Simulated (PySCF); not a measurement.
Two-component Hartree-Fock for Yb³¹⁺ (ytterbium, charge +31)

Start: [Kr] 4d3; 4d3/2 filled at m_j = -1/2, +1/2, +3/2. Calculated with PySCF 2.14 in an even-tempered Gaussian basis (17 s from 2.9 bohr⁻², ratio 2.8; 14 p from 3.8 bohr⁻², ratio 2.8; 9 d from 3.8 bohr⁻², ratio 2.8; 3 f from 15 bohr⁻², ratio 3): generalised Hartree-Fock with the X2C-1e Hamiltonian and a Gaussian nucleus; one run each with spin-orbit coupling (SO) switched off, then screened by Boettger's factors.

```
spinor shell  electrons  ε, spin-free (eV)  ε, screened SO (eV)  weight of nominal j (screened SO)  rms radius, screened SO (bohr)
       1s1/2          2           -62836.9             -62820.3                              1.000                          0.0223
       2s1/2          2           -11770.8             -11765.0                              1.000                          0.0902
       2p1/2          2           -10514.6             -11259.7                              1.000                          0.0768
       2p3/2          4           -10514.6             -10203.8                              1.000                          0.0838
       3s1/2          2            -3607.3              -3604.9                              1.000                           0.229
       3p1/2          2            -3220.7              -3383.7                              1.000                           0.220
       3p3/2          4            -3220.7              -3150.7                              1.000                           0.234
       3d3/2          4            -2751.3              -2782.7                              1.000                           0.207
       3d5/2          6            -2751.3              -2727.7                              1.000                           0.211
       4s1/2          2            -1537.8              -1536.9                              1.000                           0.479
       4p1/2          2            -1388.7              -1444.0                              0.998                           0.484
       4p3/2          4            -1388.7              -1364.0                              0.999                           0.511
       4d3/2          3            -1221.3              -1225.7                              0.989                           0.500
```

```csv
quantity,spin-free,screened SO
E (hartree),-13544.54798,-13558.50469
M_J,3/2,3/2
⟨J²⟩,6.752,3.834
⟨L²⟩,12.002,8.228
⟨S²⟩,3.750,2.232
```

Each row is a mean over spinors that exchange with the open shell spreads, by up to 11.436 eV (4p1/2).

⟨J²⟩ departs a little from M_J(M_J + 1) because the unrestricted spinors polarise the closed shells.

Breit and QED terms are absent; they matter most for the inner s and p1/2 levels.

Densities and radii are taken from the X2C orbitals without a picture-change correction, which distorts them close to the nucleus.

Without spin-orbit coupling the j labels of p, d and f shells carry no meaning; the spin-free column gives the mean over the occupied spinors of each nl shell, and its ⟨J²⟩ belongs to a mixture of degenerate components.
